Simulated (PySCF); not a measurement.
SMILES C[SiH2][SiH2][Si](O)(O)O, singlet at its GFN2-xTB optimised geometry (Å):

```
17

Si    -1.3940    -2.2033    -0.9786
C     -2.2778    -3.0862    -2.4155
Si    -0.7588    -0.0698    -1.6256
Si     0.2342     1.1836     0.0000
O     -0.2414     0.4303     1.3629
O     -0.1406     2.7820     0.0000
O      1.8630     1.1836     0.0000
H     -2.3232    -2.2282     0.1633
H     -0.2623    -3.0615    -0.5875
H     -3.1662    -2.5417    -2.7220
H     -2.5866    -4.0917    -2.1454
H     -1.6297    -3.1643    -3.2834
H      0.1175    -0.1282    -2.8168
H     -1.9270     0.6663    -2.1663
H      0.2041     0.5982     2.1904
H     -1.0477     3.0615     0.0652
H      2.3232     1.8328    -0.5224
```

Level of theory: PBE0/def2-SVP run with PySCF. Cells within 0.4 Å of a nucleus heavier than hydrogen are left out (blank, or x).

Map of the electrostatic potential (hartree/e), clipped to [-0.08, 0.12] on the plane z = 1.5 Å:

```
|3333344444443333333333333333333|
|3333444444443333333333333333333|
|3334444444444333333333333333333|
|3334444444444333222333333333333|
|3334444444444332222233333333333|
|3334444444544332222233333333333|
|3334444445554322122233333333333|
|3334444444554322222223333333333|
|3333444444444333333322333333333|
|3333344444444344444322223333333|
|3333333443333346665322222333333|
|3333333333322368975321122233333|
|3333333332212899996321112233333|
|33333333321039x9996321112223333|
|33333333221049xx995321122223333|
|3333333222101999953322222223333|
|3333333222100266322222222223333|
|3333333222110001122222222233333|
|3333333222211101122222222333333|
|3333333222222112222222233333333|
|3333333222222222222233333333333|
|3333333332222222222333333333333|
|3333333332222222223333333333333|
|3333333332222222233333333333333|
|3333333332222222333333333333333|
|3333333333333333333333333333333|
|3333333333333333333333333333333|
|3333333333333333333333333333333|
|3333333333333333333333333333333|
|3333333333333333333333333333333|
|3333333333333333333333333333333|
```
Scale: ten equal steps from -0.069 (start of '0') to 0.120 (end of '9'), in the order '0123456789'; x runs from -5.50 to 5.50, y from -5.50 (bottom) to 5.50 (top).
